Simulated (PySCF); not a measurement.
## Pd (palladium, neutral) across methods

[Kr] 4d9 5s1, 5s spin antiparallel (an excited configuration). Computed with PySCF 2.14 in def2-QZVPP with the def2 core potential (28 electrons) (7s5p4d4f2g, 88 functions), with a scalar-relativistic core potential. The B2PLYP total includes its PT2 part (frozen core); its orbital energies are those of the SCF part.

| method | E (hartree) | mean ε 4d α (eV) | mean ε 4d β (eV) | mean ε 5s β (eV) | Σ⟨r²⟩ (bohr²) | ⟨S²⟩ |
| --- | --- | --- | --- | --- | --- | --- |
| TPSS | -127.7856 | -6.771 | -6.357 | -4.550 | 46.71 | 1.004 |
| PBE | -127.8472 | -6.846 | -6.403 | -4.637 | 46.89 | 1.003 |
| UHF | -127.02791 | -13.279 | -12.268 | -6.252 | 47.94 | 1.007 |
| r2SCAN | -127.8703 | -7.071 | -6.538 | -4.890 | 46.31 | 1.008 |
| BP86 | -127.9410 | -6.972 | -6.541 | -4.818 | 46.61 | 1.004 |
| PBE0 | -127.8252 | -8.592 | -8.029 | -5.193 | 46.70 | 1.004 |
| LDA | -127.5931 | -7.051 | -6.570 | -4.896 | 46.69 | 1.003 |
| B2PLYP | -127.6686 | -10.286 | -9.576 | -5.619 | 47.02 | 1.004 |
| LC-wPBE | -127.8471 | -11.288 | -10.758 | -7.152 | 46.58 | 1.003 |

Energies and moments cover only the electrons outside the core potential. With the s spin flipped the determinant is a mixture of two multiplicities, not a spectroscopic state.
